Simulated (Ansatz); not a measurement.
Harmonic frequencies (cm⁻¹) at PBE0-D4/def2-TZVP from Ansatz: 40, 48, 52, 103, 129, 150, 383, 474, 607, 722, 724, 952, 956, 978, 995, 2210, 2213, 2232.

Each molecule was computed in one conformer, which needn't be the lowest.

Problem. Which molecule is it?
A. `C[O][In]([Cl])[Cl]`
B. `[CH3][In]([OH])[Cl]`
C. `[CH3][InH][SH]`
D. `[F][In]([Cl])[O][SiH3]`

Solution. D.
